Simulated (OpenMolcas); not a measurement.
Eu2+: effect of the metal basis and ligand basis

Eu2+ with 8 ligands (fluoride) in cubic eightfold coordination (Oh) at 2.56 Å. A charge of +0.75 e stands 2.6 Å behind each ligand.

| Item | Value |
| --- | --- |
| Program | OpenMolcas 26.06 |
| Method | CASSCF |
| Spin-orbit coupling | state interaction with AMFI integrals over the reference wave functions |

Fixed: active space 7 electrons in 7 orbitals (4f), DKH2 Hamiltonian.

States (labels of O, the rotations of Oh). Energies in cm-1 above the lowest state or level, χT in cm3 K/mol.

```tsv
Run	Metal basis	Ligand basis	Ground state	χT at 300 K	Cost
A	ANO-RCC-VDZP	ANO-RCC-VDZP	8A1	7.859	roughly 90 core-seconds
B	ANO-RCC-VTZP	ANO-RCC-VTZP	8A1	7.858	roughly 11 core-minutes
```

Costs are those of the RASSCF and RASSI steps.

No quartet enters the spin-orbit mixing, so the splitting and order within the octet and the sextets are unsound, and g values and χT are rough. No measured value stands beside these numbers; the geometry was imposed, not optimised, and the real ion may take another.
